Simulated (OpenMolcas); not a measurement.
Ag5+: moving or changing the point charges

Ag5+ among 4 point charges of -2.5 e arranged as a square (D4h), 2.06 Å from the ion.

```
Program             : OpenMolcas 26.06
Method              : CASSCF
Basis               : ANO-RCC-VDZP [6s5p3d1f]
Scalar Hamiltonian  : DKH2, point nucleus
Active space        : 6 electrons in 5 orbitals (4d)
State averaging     : 2S+1 = 5 even, 5 roots; 2S+1 = 3 even, 45 roots; 2S+1 = 1 even, 50 roots
Spin-orbit coupling : RASSI with atomic mean-field integrals over the reference wave functions
```

Runs around this geometry, states (labels of D4, the rotations of D4h). Energies in cm-1 above the lowest state or level, χT in cm3 K/mol.

```tsv
R (Å)	q (e)	Ground state	First state of that spin	First gap with spin-orbit (degeneracies)	χT at 300 K	First state of another spin
2.06	-1.25	5A1	5E 1254	144.9 (1, 2)	4.909	3E 23255
1.97	-2.5	5A1	5E 3562	193.5 (1, 2)	4.269	3B2 18982
2.06	-2.5	5A1	5E 3148	188.4 (1, 2)	4.375	3B2 20568
2.28	-2.5	5A1	5E 2391	175.8 (1, 2)	4.585	3E 22965
```

Taking the first state of the same spin as R^-n, n = -ln(2391 / 3562) / ln(2.28 / 1.97) = 2.7 between the shortest and longest distance.

Scaling the charges by -1.25 / -2.5 = 0.50 scales the first state of the same spin by 1254 / 3148 = 0.40; with fixed orbitals a first-order splitting would follow the charge.

Without dynamic correlation the repulsion within the d shell is too large (B by tens of per cent), so at a given field states of lower spin stand too high. Point charges give a weaker field than real ligands, and real ions of this kind are as a rule low spin; the high spin found here belongs to the model. Spin-orbit coupling mixes the spin-free states strongly: the lowest level takes only 65 % from its leading state, 5A1 (holds for R = 2.06, q = -1.25). Point charges carry no covalency, so the field is a model and not that of real ligands. No measured value stands beside these numbers.
